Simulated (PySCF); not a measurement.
**C₆ coefficients of unlike pairs at PBE0**

Calculated with PySCF 2.14 from the dipole response of each species, C₆(A,B) = (3/π) ∫ α_A(iu) α_B(iu) du, in atomic units, from isotropic polarisabilities. For ions this is the dispersion term alone; charge-induced terms of lower order in 1/R come first.

| species | configuration | basis | relativity | α (bohr³) | C₆ (like pair) |
| --- | --- | --- | --- | --- | --- |
| Cd+ | [Kr] 4d10 5s1 (2S) | aug-cc-pVTZ-PP with one added diffuse shell each of s, p, d, f, g type with ECP28MDF (7s7p6d4f3g) | core potential | 23.80 | 141.9 |
| Fe(3+) | [Ar] 3d5 (6S) | def2-TZVPPD (6s6p4d2f1g) | none | 1.627 | 3.853 |
| Te(2+) | [Kr] 4d10 5s2 5p2 (3P) | aug-cc-pVTZ-PP with one added diffuse shell each of d, f type with ECP28MDF (6s5p5d3f) | core potential | 14.91 | 95.06 |
| Ge | [Ar] 3d10 4s2 4p2 (3P) | dyall-av2z (16s12p8d) | none | 42.24 | 371.8 |

(1) Estimate C₆ for Ge with Te(2+).

No spin-orbit coupling is included.

The other pairs:

```csv
pair,C₆
"Te(2+), Fe(3+)",16.17
"Ge, Cd+",224.2
"Fe(3+), Cd+",19.15
"Te(2+), Cd+",114.1
"Ge, Fe(3+)",25.67
```

Results:

(1) The integral gives 177.9. The combination rule 2 C_A C_B / (C_A α_B/α_A + C_B α_A/α_B) gives 176.5 and the geometric mean 188.0.
